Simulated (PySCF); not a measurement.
## Which proton of 3-hydroxybenzoic acid is most acidic?

System: `O=C(O)c1cccc(O)c1` (C7H6O3). Coordinates in Å; atoms count from 1 in this order:
```
O     2.5947   -1.4471    0.3226
C     2.1688   -0.3674   -0.0114
O     2.9765    0.6298   -0.3998
C     0.7291   -0.0045   -0.0343
C     0.2834    1.2584   -0.4334
C    -1.0850    1.5269   -0.4230
C    -1.9986    0.5574   -0.0226
C    -1.5471   -0.7069    0.3751
O    -2.4734   -1.6138    0.7551
C    -0.1821   -0.9856    0.3682
H     3.8831    0.2941   -0.3477
H     1.0019    2.0162   -0.7460
H    -1.4482    2.5097   -0.7314
H    -3.0713    0.7593   -0.0098
H    -2.0460   -2.4395    1.0050
H     0.2031   -1.9627    0.6729
```

These are calculated values, ωB97X-D3(BJ)/ma-def2-SVP in PySCF (grid level 2) at geometries from PBE0-D3(BJ)/ma-def2-SVP. The prefix ma- adds one diffuse s and one diffuse p function on all atoms but H. Thermal corrections: GFN2-xTB frequencies, unscaled, ideal gas at 298.15 K and 1 bar, quasi-RRHO entropy. These were taken at the GFN2-xTB minima.

| site | product | ΔH(acid) / eV | ΔG(acid) / eV | gas share | above best in chloroform / eV |
| --- | --- | --- | --- | --- | --- |
| O3 (acid OH oxygen) | `O=C([O-])c1cccc(O)c1` | 14.69 | 14.35 | > 99.9 % | 0.000 |
| O9 (phenolic oxygen) | `O=C(O)c1cccc([O-])c1` | 14.91 | 14.58 | < 0.1 % | 0.413 |
| C10 (aromatic carbon) | `O=C(O)c1[c-]c(O)ccc1` | 16.60 | 16.25 | < 0.1 % | 2.070 |
| C7 (aromatic carbon) | `O=C(O)c1cc[c-]c(O)c1` | 16.90 | 16.54 | < 0.1 % | 2.264 |
| C6 (aromatic carbon) | `O=C(O)c1c[c-]cc(O)c1` | 17.06 | 16.71 | < 0.1 % | 2.429 |

ΔH and ΔG refer to AH → A⁻ + H⁺ in the gas phase. Shares are Boltzmann weights among the listed products; an error of 10 kJ/mol changes a ratio about 56-fold. Sites whose products fell apart, merged with another or lost in a GFN2-xTB screen aren't listed. Values in solvent are IEF-PCM free energies relative to the most favourable product.

Among these, O3 (acid OH oxygen) wins by 0.23 eV in gas-phase free energy over O9.

In chloroform the product from O3 is solvated 1.85 eV more strongly than the parent (electrostatics only).

Measured values (NIST Chemistry WebBook, evaluated or the median of agreeing entries): deprotonation enthalpy (ΔH) 1417 kJ/mol (computed 1417, difference 0); gas-phase acidity (ΔG) 1387 kJ/mol (computed 1384, difference -3). These are compared with the most favourable site that keeps the skeleton.

Note: ma-def2-SVP is a small basis, whose errors can reach tens of kJ/mol; the order of C7 and C6 is undecided: the gaps lie inside the method's error (some 20 kJ/mol, one structure a species); C5 is not listed: the run failed or kept an imaginary mode, or the ion rearranged or equalled another.

Structures, frequencies and single points took 17 min of wall time on 1 thread of Arm Neoverse V2 (shared host), launched as `OMP_NUM_THREADS=1 python redox_run.py task.json out`.
